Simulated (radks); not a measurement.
Values are calculated unless marked as measured or tabulated.
Valence configurations of Ti I (all share [Ar]). Code: a radial shooting solver on a logarithmic mesh with Libxc functionals. Model: Dirac Kohn-Sham, PBE, spin-unpolarised, spherical densities, finite nucleus; open shells fill j = l - 1/2 first; Fermi nuclear charge, rms radius 3.5921 fm. Energies are relative to 3d2 4s2; eigenvalues in eV.

valence          E (eV)  e(3d3/2)  e(4p1/2)  e(4s1/2)
3d2 4s2           0.000    -4.274         -    -4.464
3d2.5 4s1.5       0.346    -2.895         -    -4.038
3d3 4s1           1.094    -1.919         -    -3.724
3d2.5 4s1 4p0.5   1.747    -3.487    -1.594    -4.433
3d1.5 4s2 4p0.5   1.836    -6.660    -2.045    -5.344
3d2 4s1 4p1       3.054    -5.484    -2.084    -5.210
3d2.5 4s0.5 4p1   3.183    -4.044    -1.883    -4.788
3d4               3.291    -1.024         -         -
3d3 4p1           3.753    -2.961    -1.732         -
3d1 4s2 4p1       4.666    -9.329    -2.582    -6.208

NIST lists [Ar] 3d2 4s2 as the ground configuration; this level of theory agrees among the configurations tried. The energies are those of spherical spin-averaged densities, not of single terms.
